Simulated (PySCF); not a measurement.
# Stationary points of NdH3

All numbers come from PBE0/[Nd lcecp-1-TZVP with ECP49, H def2-TZVP], scalar-relativistic core potentials, density fitting, no spin–orbit coupling, PySCF.

Relaxations began from a few typed shapes. The search is not exhaustive: other isomers or separated fragments can lie lower, and high-lying points may rest on an excited occupation.

Which is the lowest minimum found?
A. valence singlet (4f shell in the core) C3v: Nd–H 2.042 Å (×3); H–Nd–H 110.4° (×3)
B. valence singlet (4f shell in the core) D3h: Nd–H 2.059 Å (×3); H–Nd–H 120.0° (×3)

A. The others lie at 7.9 (valence singlet (4f shell in the core) D3h, a saddle point) kJ/mol above it.

For the lowest minimum: the 4f shell sits in the core potential, so its spin is not counted.
